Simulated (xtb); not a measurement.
HCu (SMILES [CuH]), singlet, at a GFN2-xTB geometry (such geometries of metal compounds can be far from the true shape).

The xtb input:
```
$ xtb mol.xyz --gfn 2 --etemp 5000 --json

# file mol.xyz
2

Cu    -0.00000000    -0.00000000    -0.04747396
H      0.00000000     0.00000000     1.37674489
```

Problem. Give the dipole moment at the level GFN2-xTB (xtb).

Solution. 3.51 D

Problem. What HOMO-LUMO gap does GFN2-xTB give?

Solution. 5.46 eV

Problem. Give the total energy (a free energy at this electronic temperature) at the level GFN2-xTB.

Solution. -4.3939 Eh

Problem. Predict the partial charges in atom order from GFN2-xTB.

Solution. Cu1 0.17, H2 -0.17
